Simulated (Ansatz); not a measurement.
Consider the formal exchange of groups at a Zn–O bond: `CC(C)(C)[O][Zn][F]` + `COB(O)O` → `OB(O)[O][Zn][F]` + `COC(C)(C)C`.

Computed with Ansatz on PBE0-D4/def2-TZVP structures; ΔE is electronic, products minus reactants. CBS: MP2 limit from def2 TZ/QZ plus the TZ coupled-cluster correction, frozen cores. Functionals use def2-TZVPP. For Zn outer-core shells are correlated without core-valence functions, which leaves a few kJ/mol of doubt a bond. Scalar relativity is left out up to krypton. Each species was taken in one conformer, which may not be the lowest.

`CC(C)(C)[O][Zn][F]`:

Cartesian coordinates in Å:
```
C 0.159 -1.725 0.389
C 0.061 -0.236 0.082
C -1.270 0.317 0.575
C 0.211 0.005 -1.415
O 1.129 0.377 0.781
Zn 1.414 2.116 0.722
F 1.800 3.814 0.745
H 1.124 -2.111 0.056
H -0.634 -2.284 -0.114
H 0.076 -1.890 1.464
H -2.118 -0.178 0.095
H -1.347 1.389 0.351
H -1.356 0.185 1.655
H 1.184 -0.351 -1.758
H 0.136 1.076 -1.641
H -0.568 -0.505 -1.988
```

`COB(O)O`:

Z-matrix (Å, degrees):
```
C
O 1 1.413
H 1 1.090 2 107.6
H 1 1.093 2 111.2 3 119.5
H 1 1.093 2 111.2 3 -119.5
B 2 1.361 1 120.2 3 -180.0
O 6 1.366 2 120.6 1 0.0
O 6 1.368 2 119.6 1 -180.0
H 7 0.959 6 111.8 2 180.0
H 8 0.960 6 111.8 2 0.0
```

`OB(O)[O][Zn][F]`:

Cartesian coordinates in Å:
```
O 0.625 -0.746 -1.783
B 0.127 -0.209 -0.628
O 0.758 -0.314 0.615
O -1.035 0.469 -0.638
Zn -1.474 1.073 0.982
F -2.044 1.730 2.488
H 1.456 -1.213 -1.698
H 1.587 -0.790 0.662
```

`COC(C)(C)C`:

```xyz
18

C    -1.991    0.693    0.003
O    -0.848    0.536   -0.789
C     0.299   -0.051   -0.174
C     0.802    0.809    0.980
C     1.330   -0.083   -1.288
C     0.001   -1.468    0.303
H    -2.746    1.159   -0.632
H    -1.821    1.347    0.867
H    -2.391   -0.263    0.363
H     0.955    1.838    0.645
H     0.105    0.816    1.820
H     1.755    0.423    1.349
H     1.525    0.929   -1.648
H     2.269   -0.517   -0.938
H     0.960   -0.678   -2.126
H     0.919   -1.952    0.642
H    -0.419   -2.061   -0.513
H    -0.702   -1.479    1.138
```

| level | ΔE (kJ/mol) |
| --- | --- |
| PBE0-D4 | -2.6 |
| r2SCANh | -2.0 |
| CCSD/def2-SVP | -2.9 |
| MP2/CBS(def2) | -4.2 |

(1) What does CCSD(T)/CBS give? (An estimate is asked.)

Largest T1 diagnostic among the species: 0.016.

Answers

(1) The calculation gave: -4.9 kJ/mol. The listed levels differ from it by 2.3, 2.9, 2.0, 0.7 kJ/mol.

From PBE to PBE0 (25 % exact exchange), in def2-TZVPP and without D4, ΔE moves by −4.5 kJ/mol. Leaving LDA and LC-ωPBE aside and taking each functional with its dispersion term where it has one, the values, not all of them listed here, spread over 10.8 kJ/mol, from PBE-QIDH to BLYP-D4.
